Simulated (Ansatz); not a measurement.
`CC[Si]OC` → `CC[SiH]` + `C=O` at 600 K and 1 bar (β-hydride elimination).

Gas-phase electronic energies from Ansatz, PBE0-D4/def2-TZVP geometries. CCSD(T)/CBS adds triple-zeta CCSD(T) − MP2 to the extrapolated MP2 energy (def2 sets, frozen cores). This one scheme is used for every species. Each species was taken in one conformer, which may not be the lowest.

```tsv
species	CCSD(T)/CBS energy (Eh)	H − E (kJ/mol)	S (J/(mol·K))
`CC[Si]OC`	-483.21274	347.6	453.9
`CC[SiH]`	-368.72354	231.4	358.5
`C=O`	-114.39408	92.5	246.7
```

H − E and S are ideal-gas, rigid-rotor, harmonic terms from PBE0-D4/def2-TZVP, for one conformer and one mirror image of each species. 1 Eh = 2625.50 kJ/mol, R = 8.31446 J/(mol·K).

Task: By hand: ΔE, ΔH, ΔS and ΔG.

Result: ΔE = (-368.72354) + (-114.39408) − (-483.21274) = 0.09512 Eh = 249.7 kJ/mol. Δ(H − E) = 231.4 + 92.5 − 347.6 = -23.7, so ΔH = 226.0 kJ/mol. ΔS = 358.5 + 246.7 − 453.9 = 151.3 J/(mol·K). ΔG = 226.0 − 600 × (151.3)/1000 = 135.2 kJ/mol.

Task: By hand: the equilibrium constant, and the temperature at which ΔG would vanish if ΔH and ΔS stayed fixed.

Result: log₁₀ K = −ΔG/(RT ln 10) = -11.8. ΔG = 0 at ΔH/ΔS = 1494 K.

The number of gas molecules changes by +1, which sets the sign of ΔS. A doubt of 5 kJ/mol in ΔE shifts log₁₀ K by 0.4 here. Other conformers and mirror images would add mixing entropy, several J/(mol·K) or more a flexible species. These are equilibria of isolated gas molecules and say nothing of rates. Largest T1 diagnostic: 0.015 (customary marks: 0.02 for closed shells, 0.045 for open ones).
